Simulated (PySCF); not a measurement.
Gas-phase reaction: SnH4 + HCl = SnHCl + 4 H

Computed with PySCF (xtb for GFN2) and rigid-rotor harmonic-oscillator thermochemistry at 1 bar. † marks an energy on the PBE0/def2-TZVP geometry and frequencies; other levels use their own. CCSD(T) freezes the core. Open shells (unrestricted): H (multiplicity 2); the rest are closed-shell singlets. GFN2 has no spin-polarisation term. B3LYP is the form with VWN-RPA correlation. Sn: scalar-relativistic def2 core potential, no spin-orbit coupling. SnHCl: computed as isolated molecules; such fragments, hydroxides, amides, oligomers or adducts are transient or little studied in the gas. CCSD(T) isn't extrapolated to the basis-set limit.

```
level               ΔH°(298 K), kJ
------------------  --------------
B3LYP/def2-TZVP†               816
BLYP/def2-TZVP†         (withheld)
CCSD(T)/def2-SVP†              808
GFN2-xTB                (withheld)
HF/def2-TZVP†                  624
PBE0/def2-QZVP†                800
PBE0/def2-TZVP          (withheld)
ωB97X-V/def2-TZVP†      (withheld)
```

Question: Fill in the missing entries.

Answer: 
- BLYP/def2-TZVP†, ΔH°(298 K), kJ: 790
- GFN2-xTB, ΔH°(298 K), kJ: 863
- PBE0/def2-TZVP, ΔH°(298 K), kJ: 795
- ωB97X-V/def2-TZVP†, ΔH°(298 K), kJ: 830
